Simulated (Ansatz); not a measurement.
`CCCCCCCCCCCCO`. Charge 0, multiplicity 1. Geometry PBE-D4/def2-SVP; atoms count from 1.

Cartesian coordinates in Å:
```
C 1.4467 5.6086 -0.4704
C 0.4012 4.5000 -0.3429
C 0.6926 3.5220 0.8009
C -0.3816 2.4464 1.0195
C -0.6436 1.5164 -0.1768
C 0.5854 0.7564 -0.7004
C 1.3071 -0.1203 0.3364
C 0.4381 -1.1851 1.0214
C -0.1949 -2.2050 0.0696
C -0.9750 -3.3073 0.7959
C -1.7046 -4.2961 -0.1196
C -0.7877 -5.1455 -0.9914
O -1.5899 -6.0749 -1.7006
H 2.4583 5.1892 -0.6548
H 1.5083 6.2148 0.4580
H 1.2156 6.3002 -1.3058
H 0.3355 3.9454 -1.3045
H -0.6058 4.9497 -0.1889
H 0.8132 4.1002 1.7441
H 1.6817 3.0418 0.6250
H -1.3380 2.9447 1.2940
H -0.1016 1.8383 1.9072
H -1.0793 2.1025 -1.0148
H -1.4358 0.7902 0.1089
H 0.2717 0.1294 -1.5630
H 1.3180 1.4795 -1.1211
H 1.7607 0.5272 1.1181
H 2.1645 -0.6236 -0.1636
H -0.3655 -0.6956 1.6164
H 1.0620 -1.7283 1.7655
H 0.6057 -2.6534 -0.5608
H -0.8806 -1.6901 -0.6400
H -1.7203 -2.8305 1.4697
H -0.2825 -3.8648 1.4677
H -2.4153 -3.7549 -0.7824
H -2.3208 -4.9921 0.4888
H -0.2076 -4.4897 -1.6875
H -0.0344 -5.6563 -0.3366
H -1.0019 -6.5892 -2.2816
```

Question: Estimate the Mulliken populations of the heavy atoms from the PBE0/def2-TZVP orbitals of Ansatz.

Answer: 
```json
{"atom": "C1", "charge (e)": "-0.36"}
{"atom": "C2", "charge (e)": "-0.21"}
{"atom": "C3", "charge (e)": "-0.23"}
{"atom": "C4", "charge (e)": "-0.17"}
{"atom": "C5", "charge (e)": "-0.24"}
{"atom": "C6", "charge (e)": "-0.23"}
{"atom": "C7", "charge (e)": "-0.18"}
{"atom": "C8", "charge (e)": "-0.19"}
{"atom": "C9", "charge (e)": "-0.30"}
{"atom": "C10", "charge (e)": "-0.19"}
{"atom": "C11", "charge (e)": "-0.13"}
{"atom": "C12", "charge (e)": "-0.10"}
{"atom": "O13", "charge (e)": "-0.44"}
```
Mulliken values depend strongly on the basis.

Question: And the Mayer bond orders between heavy atoms (over 0.3)?

Answer: C1–C2 1.01 (1.53 Å); C2–C3 1.01 (1.53 Å); C3–C4 1.01 (1.54 Å); C4–C5 0.99 (1.54 Å); C5–C6 0.99 (1.54 Å); C6–C7 0.99 (1.54 Å); C7–C8 1.00 (1.54 Å); C8–C9 1.02 (1.53 Å); C9–C10 1.01 (1.53 Å); C10–C11 0.98 (1.53 Å); C11–C12 0.99 (1.52 Å); C12–O13 1.08 (1.42 Å).
